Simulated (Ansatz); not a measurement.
Mulliken charges of F₂H₂OSeZr (`[OH][Zr]([F])([F])[SeH]`) from ωB97M-V/def2-TZVPP in Ansatz (PBE0-D4/def2-TZVP geometry).

| atom | x (Å) | y (Å) | z (Å) | charge (e) |
| --- | --- | --- | --- | --- |
| O1 | -1.134 | 0.384 | 0.913 | -0.482 |
| Zr2 | 0.162 | -0.655 | 0.001 | 1.261 |
| F3 | 1.342 | -1.514 | 1.215 | -0.377 |
| F4 | -0.649 | -2.017 | -1.044 | -0.377 |
| Se5 | 1.506 | 0.945 | -1.541 | -0.294 |
| H6 | -1.836 | 0.739 | 1.453 | 0.182 |
| H7 | 0.672 | 2.050 | -1.043 | 0.087 |

Task: By hand: the dipole of these point charges (1 e Å = 4.8032 D).

Result: Σ q r = (-0.229, 0.355, 0.123) e Å, of length 0.440 e Å = 2.11 D.

Task: How does the dipole of the full density compare? (Best estimate.)

Result: Computed: (-0.492, 0.284, 0.371) e Å, 3.26 D; the point charges give 0.65 times that, at 30° from its direction.

Point charges leave out the atoms' own dipoles, such as those of lone pairs, and Mulliken's split depends on the basis, so the two needn't agree.
